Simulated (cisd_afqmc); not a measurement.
Input (AFQMC/CISD/cc-pV(D+d)Z; cisd_afqmc is a phaseless AFQMC code with CISD trial states that reads the integrals written by Ansatz): A basis named .json is the Basis Set Exchange file of that set.

Ansatz 0.2 input:
```python
import cisd_afqmc

open("ham.yaml", "w").write("""\
crystal:
  periodic: [false, false, false]
  atoms:
    - {symbol: C, position_ang: [-1.20748795, -0.05475739, -0.02997572]}
    - {symbol: Si, position_ang: [0.58530938, 0.02654272, 0.01453023]}
    - {symbol: H, position_ang: [-1.82230395, 0.83895675, -0.07707614]}
    - {symbol: H, position_ang: [-1.74051796, -1.00052426, -0.01137043]}
    - {symbol: H, position_ang: [1.36330731, -1.21371511, 0.07790906]}
    - {symbol: H, position_ang: [1.25011096, 1.33222888, -0.01303131]}
basis:
  gaussian:
    orbitals: cc-pV_D+d_Z.json
total_charge: 1
magnetization: {spin_polarized: true, initial_magnetization: 1}
correlation: {method: ccsd, electrons: outside_noble_gas, hamiltonian_folder: ham}
""")
rep = cisd_afqmc.ansatz("ham.yaml")
e_ccsd = rep["correlation"]["coupled_cluster"]["energy"]["hartree"]
out = cisd_afqmc.run("ham", e_ccsd, trial="CISD", walkers=100, populations=8, threads=8, dt=0.005, steps=40, early=24, settle=10, least=32,
    cut=5e-5, rank_cut=2e-4, target=0.0004, seconds=1500, seed=1, memory=17280, gpu=False)
```

Output:

```
orbitals 51, occupied [6, 5], factors 300 of 561, rank of the doubles 197 of 500
E(HF) = -328.803710
E(CCSD) on the cut factors = -329.034293, shift to the whole factors -0.000016
Energy of the trial state on the determinant = -329.034237
  tau behind 7.2 of longer steps, mean of the populations' last blocks
   2.0  -329.04110
   4.0  -329.04084
   6.0  -329.03984
   8.0  -329.04094
blocks 275 (1 outliers left out), error by blocks joined: 1: 0.00013, 2: 0.00017, 4: 0.00021, 8: 0.00024, 16: 0.00025
E(AFQMC/CISD) = -329.04060 +/- 0.00025
```
